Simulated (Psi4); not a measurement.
CH7BOSi (SMILES COB[SiH3]), singlet, geometry from GFN2-xTB, atoms displaced at random by about 0.03 Å a coordinate; HF/6-31G, gradient (Psi4).

The Psi4 input:
```
memory 2 GB

molecule mol {
0 1
  B    -0.526033    0.596568   -0.548596
  H    -1.301254    1.331813   -1.110081
  O    -0.311747   -0.447321   -1.330787
  C     0.534841   -1.574657   -1.056040
  H     0.913202   -1.467255   -0.010100
  H    -0.083090   -2.434943   -1.167879
  H     1.335374   -1.581266   -1.757738
  Si   -0.016117    0.726553    1.379960
  H    -0.453974    2.062808    1.951558
  H     1.497155    0.875609    1.446426
  H    -0.312889   -0.324927    2.178603
symmetry c1
no_reorient
no_com
}

set basis 6-31g
set reference rhf

gradient('scf')
print_variables()
```

### Question
Predict the main parts of the log of this Psi4 run.

### Answer

```
gradient() will perform analytic gradient computation.

   => Loading Basis Set <=

    Name: 6-31G
    Role: ORBITAL
    Keyword: BASIS

         ---------------------------------------------------------
                                   SCF
               by Justin Turney, Rob Parrish, Andy Simmonett
                          and Daniel G. A. Smith
                              RHF Reference
         ---------------------------------------------------------

  ==> Geometry <==

    Molecular point group: c1
    Full point group: C1

    Geometry (in Angstrom), charge = 0, multiplicity = 1:

       Center              X                  Y                   Z               Mass
    ------------   -----------------  -----------------  -----------------  -----------------
         B           -0.526033000000     0.596568000000    -0.548596000000    11.009305360000
         H           -1.301254000000     1.331813000000    -1.110081000000     1.007825032230
         O           -0.311747000000    -0.447321000000    -1.330787000000    15.994914619570
         C            0.534841000000    -1.574657000000    -1.056040000000    12.000000000000
         H            0.913202000000    -1.467255000000    -0.010100000000     1.007825032230
         H           -0.083090000000    -2.434943000000    -1.167879000000     1.007825032230
         H            1.335374000000    -1.581266000000    -1.757738000000     1.007825032230
         SI          -0.016117000000     0.726553000000     1.379960000000    27.976926534650
         H           -0.453974000000     2.062808000000     1.951558000000     1.007825032230
         H            1.497155000000     0.875609000000     1.446426000000     1.007825032230
         H           -0.312889000000    -0.324927000000     2.178603000000     1.007825032230

  Running in c1 symmetry.

  Rotational constants: A =      0.42313  B =      0.10304  C =      0.08666 [cm^-1]
  Rotational constants: A =  12685.08289  B =   3089.14741  C =   2598.09217 [MHz]
  Nuclear repulsion =  150.964242856832527

  Charge       = 0
  Multiplicity = 1
  Electrons    = 40
  Nalpha       = 20
  Nbeta        = 20

  ==> Algorithm <==

  SCF Algorithm Type is DF.
  DIIS enabled.
  MOM disabled.
  Fractional occupation disabled.
  Guess Type is SAD.
  Energy threshold   = 1.00e-08
  Density threshold  = 1.00e-08
  Integral threshold = 1.00e-12

  ==> Primary Basis <==

  Basis Set: 6-31G
    Blend: 6-31G
    Number of shells: 36
    Number of basis functions: 54
    Number of Cartesian functions: 54
    Spherical Harmonics?: false
    Max angular momentum: 1

   => Loading Basis Set <=

    Name: (6-31G AUX)
    Role: JKFIT
    Keyword: DF_BASIS_SCF

  ==> Integral Setup <==

  SCF_SUBTYPE=INCORE selected. In-core MEM_DF algorithm will be used.
  Using in-core AOs.

  ==> MemDFJK: Density-Fitted J/K Matrices <==

    J tasked:                   Yes
    K tasked:                   Yes
    wK tasked:                   No
    Algorithm:                 Core
    Schwarz Cutoff:           1E-12
    Mask sparsity (%):       1.5089
    Fitting Condition:        1E-10

   => Auxiliary Basis Set <=

  Basis Set: (6-31G AUX)
    Blend: CC-PVDZ-JKFIT
    Number of shells: 171
    Number of basis functions: 548
    Number of Cartesian functions: 548
    Spherical Harmonics?: false
    Max angular momentum: 3

  Minimum eigenvalue in the overlap matrix is 8.9782444165E-03.
  Reciprocal condition number of the overlap matrix is 1.8436612737E-03.
    Using symmetric orthogonalization.

  ==> Pre-Iterations <==

  SCF Guess: Superposition of Atomic Densities via on-the-fly atomic UHF (no occupation information).

   -------------------------
    Irrep   Nso     Nmo
   -------------------------
     A         54      54
   -------------------------
    Total      54      54
   -------------------------

  ==> Iterations <==

                           Total Energy        Delta E     RMS |[F,P]|

   @DF-RHF iter SAD:  -429.36435606670057   -4.29364e+02   0.00000e+00
   @DF-RHF iter   1:  -430.23078779035416   -8.66432e-01   5.46036e-03 DIIS/ADIIS
   @DF-RHF iter   2:  -430.27475266294255   -4.39649e-02   3.08323e-03 DIIS/ADIIS
   @DF-RHF iter   3:  -430.28580698448104   -1.10543e-02   6.98275e-04 DIIS/ADIIS
   @DF-RHF iter   4:  -430.28688323773724   -1.07625e-03   8.97217e-05 DIIS
   @DF-RHF iter   5:  -430.28692113685634   -3.78991e-05   2.77842e-05 DIIS
   @DF-RHF iter   6:  -430.28692438977890   -3.25292e-06   7.78679e-06 DIIS
   @DF-RHF iter   7:  -430.28692464723224   -2.57453e-07   2.40034e-06 DIIS
   @DF-RHF iter   8:  -430.28692467535632   -2.81241e-08   6.29468e-07 DIIS
   @DF-RHF iter   9:  -430.28692467720020   -1.84389e-09   1.53437e-07 DIIS
   @DF-RHF iter  10:  -430.28692467732770   -1.27500e-10   3.62296e-08 DIIS
   @DF-RHF iter  11:  -430.28692467733424   -6.53699e-12   8.52806e-09 DIIS
  Energy and wave function converged.

  ==> Post-Iterations <==

    Orbital Energies [Eh]
    ---------------------

    Doubly Occupied:

[...]
    Virtual:

[...]
      54A      2.056598

    Final Occupation by Irrep:
              A
    DOCC [    20 ]
    NA   [    20 ]
    NB   [    20 ]

  @DF-RHF Final Energy:  -430.28692467733424

   => Energetics <=

    Nuclear Repulsion Energy =            150.9642428568325272
    One-Electron Energy =                -892.2714851946338968
    Two-Electron Energy =                 311.0203176604671853
    Total Energy =                       -430.2869246773342411

Computation Completed

Properties will be evaluated at   0.000000,   0.000000,   0.000000 [a0]

Properties computed using the SCF density matrix

 Multipole Moments:

 ------------------------------------------------------------------------------------
     Multipole            Electronic (a.u.)      Nuclear  (a.u.)        Total (a.u.)
 ------------------------------------------------------------------------------------

 L = 1.  Multiply by 2.5417464519 to convert [e a0] to [Debye]
 Dipole X            :          1.3768058           -1.0321854            0.3446204
 Dipole Y            :          1.8943832           -2.6646820           -0.7702989
 Dipole Z            :         -2.0146950            2.1253995            0.1107046
 Magnitude           :                                                    0.8511046

 ------------------------------------------------------------------------------------

         ------------------------------------------------------------
                                   SCF GRAD
                          Rob Parrish, Justin Turney,
                       Andy Simmonett, and Alex Sokolov
         ------------------------------------------------------------

  ==> Geometry <==

    Molecular point group: c1
    Full point group: C1

    Geometry (in Angstrom), charge = 0, multiplicity = 1:

       Center              X                  Y                   Z               Mass
    ------------   -----------------  -----------------  -----------------  -----------------
         B           -0.526033000000     0.596568000000    -0.548596000000    11.009305360000
         H           -1.301254000000     1.331813000000    -1.110081000000     1.007825032230
         O           -0.311747000000    -0.447321000000    -1.330787000000    15.994914619570
         C            0.534841000000    -1.574657000000    -1.056040000000    12.000000000000
         H            0.913202000000    -1.467255000000    -0.010100000000     1.007825032230
         H           -0.083090000000    -2.434943000000    -1.167879000000     1.007825032230
         H            1.335374000000    -1.581266000000    -1.757738000000     1.007825032230
         SI          -0.016117000000     0.726553000000     1.379960000000    27.976926534650
         H           -0.453974000000     2.062808000000     1.951558000000     1.007825032230
         H            1.497155000000     0.875609000000     1.446426000000     1.007825032230
         H           -0.312889000000    -0.324927000000     2.178603000000     1.007825032230

  Nuclear repulsion =  150.964242856832527

  ==> Basis Set <==

  Basis Set: 6-31G
    Blend: 6-31G
    Number of shells: 36
    Number of basis functions: 54
    Number of Cartesian functions: 54
    Spherical Harmonics?: false
    Max angular momentum: 1

  ==> DFJKGrad: Density-Fitted SCF Gradients <==

    Gradient:                    1
    J tasked:                  Yes
    K tasked:                  Yes
    wK tasked:                  No
    Integrals threads:           1
    Schwarz Cutoff:          1E-12
    Fitting Condition:       1E-10

   => Auxiliary Basis Set <=

  Basis Set: (6-31G AUX)
    Blend: CC-PVDZ-JKFIT
    Number of shells: 171
    Number of basis functions: 548
    Number of Cartesian functions: 548
    Spherical Harmonics?: false
    Max angular momentum: 3

  -Total Gradient:
     Atom            X                  Y                   Z
    ------   -----------------  -----------------  -----------------
       1        0.044337559793    -0.020854426709     0.009335574037
       2       -0.009842462592    -0.007962246069    -0.011712960501
       3       -0.023167597930     0.028810555912     0.019287602207
       4        0.005160985291    -0.014839357810    -0.027693205598
       5        0.003128391551     0.011482768479     0.023256621705
       6       -0.000107164614     0.011541049297    -0.001594243752
       7       -0.008039192283     0.000933943474     0.005007515834
       8       -0.039086351783    -0.074265135015     0.023574227357
       9        0.004431751994     0.009740429355     0.000238886114
      10        0.003118375255     0.003475903398    -0.000194676691
      11        0.020065705318     0.051936515693    -0.039505340710

  Variable Map:
  ----------------------------------------------------------------------------
[...]
  Array Variable Map:
  ----------------------------------------------------------------------------
[...]
[...]
```
